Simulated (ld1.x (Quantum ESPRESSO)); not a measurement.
barium (Ba): variants of one TM potential

Base potential:

Ba (Z = 56), norm-conserving Troullier–Martins (Kleinman–Bylander form), made with ld1.x (Quantum ESPRESSO) 7.5 (LDA (PZ), scalar-relativistic). Core [Xe], reference 5d0 6s1.5 6p0 (charge +0.5). Waves: 6p (bound, empty): rc 3.85 bohr; 5d (bound, empty): rc 2.40 bohr; 6s (bound): rc 3.45 bohr. Local part: the s channel. Core correction: Bessel-smoothed model core, default radius (core density twice the valence density).

Cutoffs, loose and tight: the cutoffs (Ry, on a coarse ladder) from which the occupation-weighted sum of valence levels, in a spherical-Bessel basis at the reference potential, stays within 10 and 1 mRy of its value at 400 Ry. They do not see the model core or the augmentation charge, which bear on the density cutoff. Test errors are all-electron minus pseudo excitation energies from the reference, over the configurations 5d0 6s2 6p0; 5d0 6s1 6p0; 5d0 6s1 6p1; 5d1 6s0 6p0; 5d0.5 6s1.5 6p0; 5d1 6s1 6p0; 5d0 6s0 6p2 (two spin-polarised tests are not counted in the largest error). A dash means not determined; rows that change the core or the reference have their own tests.

A true bound ghost makes a file unfit for plane-wave use even where its test errors are small: the radial tests pick states by their node count and pass the ghost by.

| change | outcome | cutoff, loose | cutoff, tight | bound ghosts | largest test error (meV) |
| --- | --- | --- | --- | --- | --- |
| base | generated | 6 Ry | 8 Ry | none | -51 |
| core [Kr] 4d10 5s2, valence charge 8; reference 5p6 5d0 6s1.75 6p0.25; waves now 5p (bound): rc 2.70 bohr; 5d (bound): rc 4.20 bohr; 6s (bound): rc 3.75 bohr; core correction none | generated, misses its reference levels by 0.26 eV | 15 Ry | 21 Ry | none | -614 |
| fully relativistic | generated | 6 Ry | 8 Ry | none | -49 |
| wave 6s (bound): rc 3.45 bohr becomes 6s (bound): rc 3.56 bohr | generated | 6 Ry | 6 Ry | none | -54 |
| all radii but the core radius scaled by about 0.94 (s 3.24, p 3.60, d 2.24 bohr) | generated | 6 Ry | 12 Ry | p | -41 |
| type ultrasoft; waves now 6s (bound): rcut 3.00, rcutus 3.45 bohr; 6s channel at 1.45 Ry: rcut 3.00, rcutus 3.45 bohr; 6p (bound): rcut 3.35, rcutus 3.85 bohr; 6p channel at 0.25 Ry: rcut 3.35, rcutus 3.85 bohr; 5d (bound): rcut 2.10, rcutus 2.40 bohr; 5d channel at 0.35 Ry: rcut 2.10, rcutus 2.40 bohr; local potential all-electron potential smoothed inside 3.10 bohr (lloc = -1); augmentation PSQ, inside the norm-conserving radii | failed: chargeps: negative rho | – | – | – | – |
| wave 6p (bound): rc 3.85 bohr becomes 6p (bound): rc 2.34 bohr | generated | 6 Ry | 8 Ry | p | +2849 |
